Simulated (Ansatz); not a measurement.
Species: H$_{2}$B, SMILES `[BH2]` (charge 0, multiplicity 2).

Give a relaxed geometry from PBE-D3(BJ)/def2-TZVP (Ansatz, an electronic-structure program).

the end point of this relaxation (outside a Z-matrix the atoms follow the SMILES, hydrogens last).
Z-matrix (Å, degrees):
```
B
H 1 1.1978
H 1 1.1978 2 129.62
```
